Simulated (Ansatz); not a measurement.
Mulliken charges of `C[S][Ge][NH2]` from ωB97M-V/def2-TZVPP in Ansatz (PBE0-D4/def2-TZVP geometry).

```tsv
atom	x (Å)	y (Å)	z (Å)	charge (e)
C1	-0.604	0.684	1.055	-0.386
S2	0.120	-0.892	1.568	-0.226
Ge3	1.038	-1.844	-0.248	0.321
N4	0.644	-0.573	-1.491	-0.390
H5	-1.048	1.140	1.940	0.146
H6	-1.389	0.534	0.312	0.139
H7	0.159	1.359	0.664	0.139
H8	0.930	-0.701	-2.449	0.120
H9	0.151	0.294	-1.351	0.135
```

By hand: the dipole of these point charges (1 e Å = 4.8032 D).

Σ q r = (0.096, -0.046, -0.317) e Å, of length 0.334 e Å = 1.60 D.

How does the dipole of the full density compare? (An estimate is asked.)

Computed: (-0.087, 0.344, -0.425) e Å, 2.66 D; the point charges give 0.60 times that, at 53° from its direction.

Point charges leave out the atoms' own dipoles, such as those of lone pairs, and Mulliken's split depends on the basis, so the two needn't agree.
